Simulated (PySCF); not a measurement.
Relaxation of doublet TiCl₃

These are results of PySCF, UPBE0, basis Ti def2-SVP, Cl def2-SVP (no relativity, density fitting), not measurements. A (50,194) grid was used.

A hand-made T-shaped start, of C2v symmetry, held to at least that symmetry:

```xyz
4
charge 0 multiplicity 2, angstrom
Ti    0.0000    0.0000   -0.5751
Cl    0.0000    0.0000    1.7749
Cl    2.3486    0.0000   -0.4931
Cl   -2.3486    0.0000   -0.4931
```

Problem. What forces act on the atoms at the start (eV/Å)?

Solution. 
```json
{"atom": "Ti1", "Fx": "0.00", "Fy": "0.00", "Fz": "3.43"}
{"atom": "Cl2", "Fx": "0.00", "Fy": "0.00", "Fz": "-1.70"}
{"atom": "Cl3", "Fx": "-1.59", "Fy": "0.00", "Fz": "-0.86"}
{"atom": "Cl4", "Fx": "1.59", "Fy": "0.00", "Fz": "-0.86"}
```

Problem. What does it relax to?

Solution. It ends at D3h with Ti–Cl 2.185 Å (×3); Cl–Ti–Cl 120.0° (×3) (after a last refinement on a finer grid). A frequency run shows a minimum.

Problem. How much energy is released, and in how many steps?

Solution. 152.6 kJ/mol in 9 steps.

With open d or f shells other occupations or spin states may lie lower.

The relaxation took 34 s on 2 threads of a shared Arm Neoverse V1 host, with 85 basis functions and 10 gradients. Launch command: `OMP_NUM_THREADS=2 python axn.py task.json out`.
